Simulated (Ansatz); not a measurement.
Reactions of Cl₄H₂Si₂ (`Cl[SiH](Cl)[SiH](Cl)Cl`).

Computed with Ansatz on PBE0-D4/def2-TZVP structures; ΔE is electronic, products minus reactants. CBS: MP2 limit from def2 TZ/QZ plus the TZ coupled-cluster correction, frozen cores. This one scheme is used for every species. Functionals use def2-TZVPP. For Ge outer-core shells are correlated without core-valence functions, which leaves a few kJ/mol of doubt a bond. Scalar relativity is left out up to krypton. Each species was taken in one conformer, which may not be the lowest.

```
                                                                                 reaction  ωB97X-V (eV)  B2PLYP (eV)  ωB97M-V (eV)  CCSD/CBS(def2) (eV)  CCSD(T)/CBS(def2) (eV)
                           `Cl[SiH](Cl)[SiH](Cl)Cl` + NH₃ → `N[SiH](Cl)Cl` + `Cl[SiH2]Cl`         -0.76        -0.83         -0.81                -0.79                   -0.75
                              `Cl[SiH](Cl)[SiH](Cl)Cl` + H₂ → `Cl[SiH2][SiH](Cl)Cl` + HCl          0.77         0.74          0.81                 0.74                    0.79
`Cl[SiH](Cl)[SiH](Cl)Cl` + `[NH2][GeH2][Cl]` → `[Cl][GeH2][NH][SiH](Cl)Cl` + `Cl[SiH2]Cl`         -0.81        -0.84         -0.87                -0.87                   -0.84
         `Cl[SiH](Cl)[SiH](Cl)Cl` + `N[SiH](F)F` → `F[SiH](F)N[SiH](Cl)Cl` + `Cl[SiH2]Cl`         -0.79        -0.82         -0.84                -0.83                   -0.81
             `Cl[SiH](Cl)[SiH](Cl)Cl` + `O[SiH2]F` → `F[SiH2]O[SiH](Cl)Cl` + `Cl[SiH2]Cl`         -1.33        -1.41         -1.38                -1.41                   -1.35
                                   `Cl[SiH](Cl)[SiH](Cl)Cl` → `Cl[SiH](Cl)Cl` + `[SiH]Cl`          2.08         1.84          1.85                 1.93                    1.97
                           `Cl[SiH](Cl)[SiH](Cl)Cl` + H₂O → `O[SiH](Cl)Cl` + `Cl[SiH2]Cl`         -1.22        -1.31         -1.27                -1.23                   -1.18
```

Largest T1 diagnostic: 0.013, for `[SiH]Cl`.
